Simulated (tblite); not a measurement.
Compound: CH₉OPSi₂.
Cartesian coordinates in Å at the GFN2-xTB level; atoms count from 1:
```
atom  x, y, z in Å
C1     1.9523   -1.3035    0.3545
O2     0.6469   -1.0649   -0.0772
Si3    0.0028    0.3525   -0.5578
Si4   -2.2371   -0.2125   -0.6028
P5     0.7265    1.9550    0.8633
H6     1.9591   -2.2336    0.9240
H7     2.3056   -0.4855    0.9900
H8     2.6236   -1.3986   -0.5022
H9     0.6233    0.7843   -1.8305
H10   -2.5255   -1.4008   -1.4061
H11   -2.8182   -0.4425    0.7257
H12   -2.9966    0.8952   -1.1923
H13   -0.1236    2.9299    0.3831
H14   -0.1398    1.6246    1.8913
```

Calculated harmonic vibrations of the isolated species, GFN2-xTB (tblite), most abundant isotopes, no scaling. This tight-binding method is rough: wavenumbers can miss measured ones by several per cent, in bad cases by 10 to 20. Modes of hydrogen on phosphorus and silicon can be 10 to 20 % off. One conformer, not necessarily the lowest.

Harmonic wavenumbers (cm⁻¹): 28.0, 77.5, 91.4, 101.5, 112.9, 116.1, 187.2, 286.6, 388.3, 448.7, 460.6, 514.0, 595.3, 649.2, 698.0, 728.5, 761.0, 790.6, 796.3, 807.0, 1117.0, 1129.9, 1147.7, 1148.8, 1416.0, 1478.6, 1484.4, 2079.8, 2216.8, 2232.0, 2259.7, 2302.2, 2398.7, 2934.7, 2959.7, 2991.2.

A = 2499, B = 1686, C = 1100 MHz; mass 123.993 u (most abundant isotopes); point group C1, symmetry number 1.

**Question.** Zero-point energy?

**Answer.** ½Σν̃ = 19968 cm⁻¹ = 57.09 kcal/mol.

**Question.** What is S at 500 K and 1 bar for an ideal gas of classical rigid rotors and harmonic oscillators?

**Answer.** Translation 42.95, rotation 30.17, vibration 50.37: S = 123.5 cal/(mol K).

**Question.** And Cp and H(500 K) − H(0)?

**Answer.** Cp = 47.68 cal/(mol K), of which vibrations give 39.73 (their classical limit is 36 R = 71.5); H(500 K) − H(0) = 15.67 kcal/mol without the zero-point energy, 11.70 from vibrations.

**Question.** What must be added to the electronic energy to get the Gibbs energy at 500 K and 1 bar?

**Answer.** ZPE + [H(500 K) − H(0)] − T·S = 57.09 + 15.67 − 61.75 = 11.01 kcal/mol.

**Question.** Which modes carry the vibrational entropy at 500 K?

**Answer.** 28.0 cm⁻¹: 6.99; 77.5 cm⁻¹: 4.97; 91.4 cm⁻¹: 4.65; 101.5 cm⁻¹: 4.44; 112.9 cm⁻¹: 4.23; 116.1 cm⁻¹: 4.18 cal/(mol K); the other 30 give 20.91 together.

Hindered rotation and anharmonicity are outside this model. Other conformers, if any are populated, would add a mixing term that is left out. The structure is chiral; the term R ln 2 for an equal mix with its mirror image is left out.
